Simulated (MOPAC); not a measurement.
A run for MOPAC: PM6 on CH2F4 (a complex), monomers drawn apart or pushed together.

```
PM6 1SCF PRECISE CHARGE=0 THREADS=1
CH2F4

F     -0.70530000 1     1.00706946 1     0.34583593 1
C     -0.00977418 1    -0.00812218 1    -0.14827193 1
F     -0.01404889 1     0.05740400 1    -1.47300573 1
F      1.23901705 1     0.05469303 1     0.29271550 1
F     -0.55898065 1    -1.15088893 1     0.23904282 1
H     -0.26792845 1     0.24686107 1     3.82472431 1
H      0.32613032 1    -0.19953234 1     3.85917024 1
```

It printed:

```
*******************************************************************************
 **                                                                           **
 **                              MOPAC v23.2.5                                **
 **                                                                           **
 *******************************************************************************
 ** MOPAC's Digital Object Identifier: https://doi.org/10.5281/zenodo.6511958 **
 **                                                                           **
 ** Please cite the open-source release paper for use of this MOPAC version:  **
 ** J. E. Moussa and J. J. P. Stewart (2026)                                  **
 ** MOPAC: An open-source semiempirical molecular orbital program             **
 ** J. Open Source Softw., 11(119), 8025, https://doi.org/10.21105/joss.08025 **
 *******************************************************************************

                              PM6 CALCULATION RESULTS

 *******************************************************************************
 *  PM6        - The PM6 Hamiltonian to be used
 *
 *
 *
 *                 CHARGE ON SYSTEM = 0
 *
 *
 *
 *  PRECISE    - TIGHTER CRITERIA TO BE USED
 *  1SCF       - DO 1 SCF AND THEN STOP
 *  THREADS=1  - MULTI-THREADING NOT USED
 *  T=         - A TIME OF 172800.0 SECONDS REQUESTED
 *  DUMP=N     - RESTART FILE WRITTEN EVERY 7200.0 SECONDS REQUESTED
 *******************************************************************************
PM6 1SCF PRECISE CHARGE=0 THREADS=1
 CH2F4

   ATOM   CHEMICAL          X               Y               Z
  NUMBER   SYMBOL      (ANGSTROMS)     (ANGSTROMS)     (ANGSTROMS)

     1       F         -0.70530000  *   1.00706946  *   0.34583593  *
     2       C         -0.00977418  *  -0.00812218  *  -0.14827193  *
     3       F         -0.01404889  *   0.05740400  *  -1.47300573  *
     4       F          1.23901705  *   0.05469303  *   0.29271550  *
     5       F         -0.55898065  *  -1.15088893  *   0.23904282  *
     6       H         -0.26792845  *   0.24686107  *   3.82472431  *
     7       H          0.32613032  *  -0.19953234  *   3.85917024  *



          CARTESIAN COORDINATES

    NO.       ATOM           X           Y           Z

     1         F         -0.7053      1.0071      0.3458
     2         C         -0.0098     -0.0081     -0.1483
     3         F         -0.0140      0.0574     -1.4730
     4         F          1.2390      0.0547      0.2927
     5         F         -0.5590     -1.1509      0.2390
     6         H         -0.2679      0.2469      3.8247
     7         H          0.3261     -0.1995      3.8592

 General Reference for PM6:
 "Optimization of Parameters for Semiempirical Methods V: Modification of NDDO Approximations
 and Application to 70 Elements", J. J. P. Stewart, J. Mol. Mod., 13, 1173-1213 (2007)
 URL: https://link.springer.com/article/10.1007/s00894-007-0233-4

           Empirical Formula: C H2 F4  =     7 atoms



      MOLECULAR POINT GROUP   :   C1


      RHF CALCULATION, NO. OF DOUBLY OCCUPIED LEVELS = 17


 -------------------------------------------------------------------------------
 PM6 1SCF PRECISE CHARGE=0 THREADS=1
 CH2F4



     1SCF WAS SPECIFIED, SO BFGS WAS NOT USED
     SCF FIELD WAS ACHIEVED


                              PM6 CALCULATION
                                                       MOPAC v23.2.5 Linux




          FINAL HEAT OF FORMATION =       -244.46974 KCAL/MOL =   -1022.86141 KJ/MOL


          COSMO AREA              =        110.82 SQUARE ANGSTROMS
          COSMO VOLUME            =         89.14 CUBIC ANGSTROMS

          IONIZATION POTENTIAL    =         15.254240 EV
          HOMO LUMO ENERGIES (EV) =        -15.254  0.385
          NO. OF FILLED LEVELS    =         17
          MOLECULAR WEIGHT        =         90.0204         POINT GROUP:  C1

          MOLECULAR DIMENSIONS (Angstroms)

            Atom       Atom       Distance
            H     7    F     3     5.34919
            F     5    F     1     2.16554
            F     1    F     4     1.87202


          SCF CALCULATIONS        =          1





   ATOM   CHEMICAL          X               Y               Z
  NUMBER   SYMBOL      (ANGSTROMS)     (ANGSTROMS)     (ANGSTROMS)

     1       F         -0.70530000  *   1.00706946  *   0.34583593  *
     2       C         -0.00977418  *  -0.00812218  *  -0.14827193  *
     3       F         -0.01404889  *   0.05740400  *  -1.47300573  *
     4       F          1.23901705  *   0.05469303  *   0.29271550  *
     5       F         -0.55898065  *  -1.15088893  *   0.23904282  *
     6       H         -0.26792845  *   0.24686107  *   3.82472431  *
     7       H          0.32613032  *  -0.19953234  *   3.85917024  *

                             CARTESIAN COORDINATES

   1    F       -0.705300000     1.007069460     0.345835930
   2    C       -0.009774180    -0.008122180    -0.148271930
   3    F       -0.014048890     0.057404000    -1.473005730
   4    F        1.239017050     0.054693030     0.292715500
   5    F       -0.558980650    -1.150888930     0.239042820
   6    H       -0.267928450     0.246861070     3.824724310
   7    H        0.326130320    -0.199532340     3.859170240


           Empirical Formula: C H2 F4  =     7 atoms



      MOLECULAR POINT GROUP   :   C1


                  EIGENVALUES
 -43.44952 -43.44735 -43.44307 -43.43841 -25.49899 -20.56960 -20.56935 -20.56910
 -17.72068 -17.72056 -17.40414 -17.40256 -17.40193 -16.02856 -16.02734 -16.02452
 -15.25424   0.38533   1.98555   1.98920   1.99022   7.11571


              NET ATOMIC CHARGES AND DIPOLE CONTRIBUTIONS

  ATOM NO.   TYPE          CHARGE      No. of ELECS.   s-Pop       p-Pop
    1          F          -0.140766        7.1408     1.97038     5.17038
    2          C           0.563077        3.4369     1.16478     2.27215
    3          F          -0.141034        7.1410     1.97041     5.17062
    4          F          -0.140666        7.1407     1.97036     5.17031
    5          F          -0.140619        7.1406     1.97034     5.17028
    6          H          -0.000062        1.0001     1.00006
    7          H           0.000071        0.9999     0.99993
 DIPOLE           X         Y         Z       TOTAL
 POINT-CHG.     0.001    -0.002     0.004     0.004
 HYBRID         0.000    -0.000     0.000     0.000
 SUM            0.001    -0.002     0.004     0.005


          ATOMIC ORBITAL ELECTRON POPULATIONS

     Atom    s        px        py        pz
    1  F   1.97038   1.76673   1.53551   1.86814
    2  C   1.16478   0.75739   0.75739   0.75736
    3  F   1.97041   1.97132   1.96951   1.22980
    4  F   1.97036   1.31166   1.96959   1.88906
    5  F   1.97034   1.84365   1.41881   1.90782
    6  H   1.00006
    7  H   0.99993

 **********************
 *                    *
 * JOB ENDED NORMALLY *
 *                    *
 **********************




 == MOPAC DONE ==
```

The run finished.

Cost: very roughly 0.020 core-seconds.
